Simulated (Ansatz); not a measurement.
Consider the ligand exchange at a B–S bond: `BSBS` + `NB(O)Cl` → `BOB(N)Cl` + `SBS`.

Calculated with Ansatz (gas phase, PBE0-D4/def2-TZVP geometries, no zero-point term in ΔE). CBS: MP2 limit from def2 TZ/QZ plus the TZ coupled-cluster correction, frozen cores. Functionals use def2-TZVPP. Each species was taken in one conformer, which may not be the lowest.

(1) Is it downhill or uphill in electronic energy at CCSD(T)/CBS, and by how much? (Best estimate.)

(2) What do these levels give: ωB97X-V, ωB97M-V, r2SCANh, r2SCAN0, RPA@PBE/def2-TZVPP, CCSD/CBS(def2)? (Best estimate.)

Largest T1 diagnostic among the species: 0.015.

Results:

(1) Ansatz gave: Downhill: ΔE = -0.43 eV.

(2) Computed: ωB97X-V -0.45, ωB97M-V -0.46, r2SCANh -0.42, r2SCAN0 -0.42, RPA@PBE/def2-TZVPP -0.46, CCSD/CBS(def2) -0.45 eV.

In def2-TZVPP, CCSD(T) changes the Hartree–Fock value by +0.13 eV (the triples alone add +0.03 eV) and MP2 by +0.17 eV. At CCSD(T), def2-SVP lies −0.14 eV from the extrapolated value and def2-TZVPP −0.02 eV. From BLYP to BHLYP (50 % exact exchange), in def2-TZVPP and without D4, ΔE moves by −0.05 eV.
